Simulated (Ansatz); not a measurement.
Geometry optimisation, Ansatz 0.2.0, RKS LDA/6-31G*.

Input:

```yaml
crystal:
  periodic: [false, false, false]
  atoms:
    - { symbol: B, position_ang: [0.018807, 0.367263, 0.080129] }
    - { symbol: Cl, position_ang: [-0.043345, 0.783438, 1.853774] }
    - { symbol: H, position_ang: [1.084004, 0.46151, -0.460489] }
    - { symbol: H, position_ang: [-1.038626, 0.161098, -0.454417] }
    - { symbol: O, position_ang: [0.321509, -2.13309, 0.691508] }
    - { symbol: Si, position_ang: [-0.69343, -3.141565, -0.181551] }
    - { symbol: H, position_ang: [0.021341, -4.430641, -0.434516] }
    - { symbol: H, position_ang: [-1.967139, -3.418459, 0.569807] }
    - { symbol: H, position_ang: [-1.023724, -2.503028, -1.496577] }
    - { symbol: H, position_ang: [-0.018996, -1.770026, 1.550732] }
basis:
  gaussian: { orbitals: "6-31G*" }
hamiltonian:
  xc: lda
relax:
  f_tol: 0.03
  max_steps: 50
```

Run as:

```bash
$ ansatz run input.yaml --threads 1 --pin off --max-ram 2048MiB --backend cpu --events-out ev --progress --plain --runs-dir out
```

Question: Where does it end, and by what steps?

Answer: It converged. After 17 steps the energy has fallen by 0.877 eV; H10 moved furthest, 1.07 Å. Joined: B1–O5 (2.59 → 1.59 Å).

```
step  energy less start (eV)  largest force component (eV/Å)  accepted
   0                  0.0000                           1.255       yes
   1                 -0.2369                           0.966       yes
   2                 -0.3629                           1.461       yes
   3                 -0.5954                           1.041       yes
   4                 -0.6950                           1.020       yes
   5                 -0.7109                           0.898       yes
   6                 -0.7604                           0.248       yes
   7                 -0.7844                           0.321       yes
   8                 -0.8116                           0.511       yes
   9                 -0.8334                           0.219       yes
  10                 -0.8452                           0.198       yes
  11                 -0.8535                           0.314       yes
  12                 -0.8649                           0.221       yes
  13                 -0.8583                           0.323        no
  14                 -0.8741                           0.090       yes
  15                 -0.8756                           0.122       yes
  16                 -0.8769                           0.048       yes
  17                 -0.8770                           0.025       yes
```

```xyz
10
Properties=species:S:1:pos:R:3
B -0.083 -0.227 0.200
Cl -0.662 0.034 1.927
H 0.801 0.530 -0.121
H -1.011 -0.347 -0.589
O 0.526 -1.697 0.229
Si -0.759 -2.792 -0.184
H -0.230 -4.120 0.271
H -2.008 -2.429 0.543
H -0.865 -2.736 -1.667
H 0.952 -1.838 1.109
```

Whether the end is a true minimum wasn't checked by a vibrational analysis.

Time of the run: 19 s on 1 thread of Intel(R) Xeon(R) 6975P-C (Granite Rapids), on a shared host, peak memory 0.16 GiB.
